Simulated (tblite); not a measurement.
Species: C3H12OSeSi3.
SMILES with atom numbers: `[CH2:1]=[C:2]([CH3:3])[SiH2:4][Se:5][SiH2:6][O:7][SiH3:8]` (hydrogens: H9, H10 on C1; H11, H12, H13 on C3; H14, H15 on Si4; H16, H17 on Si6; H18, H19, H20 on Si8)

Geometry (GFN2-xTB, Å), atoms numbered from 1 in this order:
```
atom  x, y, z in Å
C1    -1.9592    0.5331    1.1957
C2    -1.5740    0.4874   -0.0725
C3    -1.2960    1.7284   -0.8632
Si4   -1.3622   -1.1682   -0.9612
Se5   -0.2367   -2.6651    0.3745
Si6    1.9076   -2.0520   -0.0637
O7     2.1085   -0.4749    0.2087
Si8    2.1442    0.8175    1.1958
H9    -2.1441   -0.3659    1.7622
H10   -2.0986    1.4650    1.7236
H11   -1.9300    1.7608   -1.7484
H12   -0.2593    1.7298   -1.1975
H13   -1.4727    2.6224   -0.2684
H14   -2.6453   -1.8208   -1.2168
H15   -0.5950   -1.0069   -2.1982
H16    2.1870   -2.1839   -1.4859
H17    2.7332   -2.8382    0.8362
H18    3.3342    0.6753    2.0309
H19    0.9233    0.8354    1.9940
H20    2.2300    1.9315    0.2559
```

All values are computed: GFN2-xTB (tblite) harmonic vibrations without scaling, gas phase. The method is semi-empirical: single wavenumbers can be off by several per cent or more. Modes of hydrogen on silicon can be 10 to 20 % off. One conformer, not necessarily the lowest. The optimisation stopped once no atom felt more than 0.01 eV/Å.

Lowest wavenumbers of the output (negative numbers stand for imaginary wavenumbers):
```
mode    cm-1
  1     -30.8
  2     -19.7
  3      32.6
  4      63.3
  5      78.1
  6      89.8
  7      97.2
  8     107.2
```

**Question.** Is this structure a minimum?

**Answer.** Not by this Hessian. 1 mode is imaginary beyond 20i (31i cm⁻¹), and 1 more slightly so (19.7i). The curvature is small, so loose convergence or finite differences may be the whole cause.

**Question.** Which atoms move in the imaginary modes?

**Answer.** 31i: C1 (terminal =CH2 carbon) 30 %, C3 (allylic carbon) 19 %; 20i: Si4 (SiH2 silicon) 18 %, C3 (allylic carbon) 17 %, Si6 (oxygen-bound silicon) 16 %, Si8 (oxygen-bound silicon) 13 %. These are shares of the mass-weighted motion.

**Question.** What is the remedy?

**Answer.** Step along such a mode in both directions, optimise again with tighter thresholds and repeat the frequencies. The zero-point energy of this point (82.8 kcal/mol) counts the 52 real modes alone, and thermal corrections from it aren't those of a minimum.

Time: 2.1 s of wall time. Hardware: one thread of an Arm Neoverse N1, no GPU, shared host with 64 logical CPUs at a one-minute load of 59. The figure is for the frequency step alone.
